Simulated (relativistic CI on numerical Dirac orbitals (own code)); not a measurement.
Method of calculation: Dirac-Coulomb-Breit CI, KLI orbitals optimised for each configuration, QED by a radiative potential, unscaled Slater integrals (own radial code, finite nucleus).

Configuration list (outside the closed core [Ne]): 3s²3p⁶3d⁸, 3s²3p⁵3d⁹, 3s²3p⁴3d¹⁰, 3s3p⁶3d⁹, 3p⁶3d¹⁰, 3s3p⁵3d¹⁰, 3s²3p⁶3d⁷4s, 3s²3p⁶3d⁷4p, 3s²3p⁶3d⁷4d, 3s²3p⁴3d⁹4s, 3s²3p⁶3d⁷4f, 3s²3p⁵3d⁸4s, 3s²3p⁴3d⁹4p, 3s²3p⁵3d⁸4p, 3s²3p⁶3d⁶4s², 3s²3p⁴3d⁹4d, 3s3p⁵3d⁹4s, 3s²3p⁶3d⁶4s4p, 3s3p⁵3d⁹4p, 3s²3p⁵3d⁸4d, 3s²3p⁶3d⁷5s, 3s3p⁶3d⁸4s, 3s²3p⁶3d⁶4p², 3s²3p⁶3d⁷5p, 3s²3p⁶3d⁶4s4d, 3s3p⁵3d⁹4d, 3p⁶3d⁹4s, 3s²3p⁶3d⁷5d, 3s3p⁶3d⁸4p, 3s²3p⁵3d⁸4f, 3s²3p⁶3d⁶4p4d, 3s²3p⁵3d⁷4s², 3p⁶3d⁹4p, 3s²3p⁶3d⁷5f, 3s²3p⁶3d⁷5g, 3s²3p⁵3d⁷4s4p. Levels of other configurations are missing.

At this charge energies of transitions that change n are usually good to better than 1 %, and those within a shell (Δn = 0) to a few per cent. Terms inside the open d or f shell come out 10 to 20 % too wide with unscaled integrals.

Outline of the computed level scheme of Xe XXIX. Lowest level of each configuration: 3s²3p⁶3d⁸ ³F4 at 0.000 eV; 3s²3p⁵3d⁹ ³F°4 at 244.335 eV; 3s3p⁶3d⁹ ³D3 at 460.378 eV; 3s²3p⁴3d¹⁰ ³P2 at 514.206 eV; 3s²3p⁶3d⁷4s ⁵F5 at 652.744 eV.

Some strong electric-dipole decays among the lowest 45 levels: 3s²3p⁵3d⁹ ¹F°3 → 3s²3p⁶3d⁸ ¹G4 (1.3e+12 s⁻¹); 3s²3p⁴3d¹⁰ ¹D2 → 3s²3p⁵3d⁹ ¹F°3 (1.2e+12 s⁻¹); 3s²3p⁴3d¹⁰ ³P1 → 3s²3p⁵3d⁹ ³P°2 (6.9e+11 s⁻¹); 3s²3p⁵3d⁹ ³D°3 → 3s²3p⁶3d⁸ ³F4 (6.6e+11 s⁻¹); 3s²3p⁴3d¹⁰ ³P2 → 3s²3p⁵3d⁹ ³D°3 (5.8e+11 s⁻¹); 3s²3p⁵3d⁹ ³P°0 → 3s²3p⁶3d⁸ ³P1 (5.7e+11 s⁻¹); 3s²3p⁴3d¹⁰ ³P2 → 3s²3p⁵3d⁹ ³F°3 (5.1e+11 s⁻¹); 3s²3p⁵3d⁹ ³D°2 → 3s²3p⁶3d⁸ ³F3 (4.9e+11 s⁻¹).

LS names give the leading component of a level, which can be under half, so a name can repeat, a term be missing and a line seem to break the LS rules.
